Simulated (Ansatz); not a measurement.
Basis-set extrapolation for H$_{8}$SSi$_{3}$, SMILES `[SiH3][SiH2]S[SiH3]` (PBE0-D4/def2-TZVP geometry, frozen core, Ansatz). Multiplicity 1, RHF reference.

```csv
,def2-TZVPP,def2-QZVPP
HF,-1269.075475,-1269.113734
MP2 correlation,-0.559836,-0.604333
CCSD(T) correlation,-0.662014,not run
```

Energies in hartree. Use E(X) = E(∞) + A·exp(−7.88·√X) for Hartree–Fock and E(X) = E(∞) + B·X^(−2.97) for correlation, with X = 3 and 4, and add CCSD(T) minus MP2 of the smaller set to the MP2 limit.

**Question.** What is the CCSD(T) energy at the basis-set limit?

**Answer.** HF limit: -1269.113734 + (-0.038259) × 0.13774 = -1269.11900. MP2 limit: -0.604333 + (-0.044497) × 0.74074 = -0.63729. Higher-order term: -0.662014 − (-0.559836) = -0.10218. Total: -1269.85847 hartree, 317.6 kJ/mol below CCSD(T)/def2-TZVPP.
